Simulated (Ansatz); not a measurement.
## WO3 (SMILES [O]=[W](=[O])=[O]): entropy by statistical mechanics

A singlet with charge 0, relaxed at PBE/def2-SVP (core potential) (Ansatz 0.2.0):

```xyz
4

O    -0.2248    0.2737    1.5554
W    -0.4033   -0.3097   -0.0711
O     1.0831   -1.1334   -0.4315
O    -0.3994    1.1092   -1.0733
```

Harmonic wavenumbers in cm⁻¹: 308, 341, 341, 918, 918, 985.

Masses in u: O 15.999, W 183.84. Take T = 298.15 K, p = 1 bar, R = 8.3145 J/(mol K), kT/hc = 207.22 cm⁻¹, rigid rotor and harmonic oscillator.

Compute the standard molar entropy.


1. Translation (Sackur–Tetrode): S = R[3/2 ln M + 5/2 ln T − 1.1517] with M = 231.837 gives 176.8 J/(mol K).
2. Rotation: principal moments 79.048, 79.054, 122.210 u Å² give A, B, C = 0.2133, 0.2132, 0.1379 cm⁻¹; the symmetry number is σ = 3; q = (√π/σ)√((kT/hc)³/ABC) = 22255; S = R(ln q + 3/2) = 95.7.
3. Vibration: with u = ν̃/207.22, each mode gives R[u/(eᵘ − 1) − ln(1 − e⁻ᵘ)]; the sum is 17.4, most from 308 cm⁻¹ (5.7), 341 cm⁻¹ (5.1), 341 cm⁻¹ (5.1).
4. Electronic: R ln 1 = 0.0, from the spin multiplicity alone.
5. Sum: 176.8 + 95.7 + 17.4 + 0.0 = 289.9 J/(mol K).

No measured value is set beside it here.
